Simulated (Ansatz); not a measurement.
Problem. Name a neutral molecule of Cl, F, Ge, S, Si and H with zero-point energy (PBE0-D4/def2-TZVP) between 93 and 109 kJ/mol and HOMO–LUMO gap (PBE/def2-TZVPP) between 5.05 and 5.35 eV (Ansatz, PBE0-D4/def2-TZVP geometry).

Solution. `F[SiH](Cl)[S][GeH3]` (104.7 kJ/mol, 5.19 eV). Other molecules can fit too; these were computed, each in one conformer that needn't be the lowest.
